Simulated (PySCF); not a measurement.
Se(Cl)4 anion (Cl₄Se), SMILES Cl[Se](Cl)(Cl)Cl (connectivity only; charge and spin as stated), charge -1, multiplicity 2.

Geometry: PBE-D3(BJ)/def2-SVPD. The multiplicity is an assumed one; no other spin state was optimised. The isomer is the one that the SMILES or the coordinates give; other isomers of the formula were not compared.

These are PBE-D3(BJ)/def2-SVPD (PySCF) values and carry that method's errors.

Frequencies are harmonic and unscaled.

Modes within 1.5 cm⁻¹ of each other (mostly degenerate sets) share a row, with their intensities summed.

```
mode  ν (cm⁻¹)  IR (km/mol)  moving atoms (share of kinetic energy)
----  --------  -----------  --------------------------------------
1           13          6.2                        Se 64 %, Cl 36 %
2           31          0.0                                Cl 100 %
3–4        117          3.5                        Cl 90 %, Se 10 %
5          134          0.0                                Cl 100 %
6          220          0.0                                Cl 100 %
7          263          0.0                                Cl 100 %
8–9        266        438.9                        Se 54 %, Cl 46 %
```
